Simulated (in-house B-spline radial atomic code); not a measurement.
Results of a calculation; reference values are marked as such.
# Two electrons in Ge: a parabolic dot with ħω = 17.5 meV in all three directions with an ionised donor at its centre

For Ge the NSM archive of the Ioffe Institute lists m_l = 1.6 m0, m_t = 0.08 m0 and ε = 16.2; the model takes one isotropic valley with the conductivity mass 3/(1/m_l + 2/m_t) = 0.117 m0, and so misses anisotropy and the other valleys. All triplets below are those of one valley; with several valleys two electrons can form a triplet in the 1s orbital itself, at an energy set by the valley splitting. Real donors also feel a central-cell potential, which shifts the ground state.

Effective-mass model with parabolic bands, a uniform dielectric constant, no image charges, no central-cell or spin-orbit terms. Two-electron levels come from full CI in B-splines with partial waves to l = 5 (up to 0.001 effective hartree above the limit).

(1) What are the effective units, and what is the potential in them?

In these units the lowest s and p orbitals lie at 0.6206 and 2.6591, and their Coulomb and exchange integrals are J_ss = 1.1811, J_sp = 0.8870 and K_sp = 0.1553. Full CI gives 2.3374 for the ground singlet, 3.9911 for the sp triplet, 4.2509 for the sp singlet and 5.1554 for the lowest triplet of two s orbitals.

(2) What does it cost to add the second electron, to first order and exactly?

(3) How far above the singlet do the triplets lie?

Results:

(1) Ha* = 27211.386 meV × 0.117/16.2² = 12.13 meV and a* = 0.0529177 nm × 16.2/0.117 = 7.327 nm. The frequency is ω = 1.44 Ha*, with −1/r added.

(2) To first order E = 2ε_s + J_ss = 2.4222, so the charging energy E(2) − 2E(1) is J_ss = 14.33 meV. CI gives 2.3374 − 2 × (0.6206) = 1.0962, or 13.3 meV: relaxation and correlation lower it by 1.029 meV, 7.2 % of J_ss. The s² configuration of one-electron orbitals holds 98.1 % of the state, and the mean radius is 6.06 nm.

(3) To first order the sp triplet lies at ε_s + ε_p + J_sp − K_sp = 4.0114, which is 19.28 meV above 2ε_s + J_ss. CI gives 3.9911 − (2.3374) = 1.6537, or 20.06 meV, 81 % of the orbital spacing of 24.73 meV. The ss triplet lies 34.19 meV up, so the lower of the two is the sp one, and its gap equals k_BT at 233 K. The sp singlet-triplet splitting is 3.151 meV, against 2K_sp = 3.767 meV.
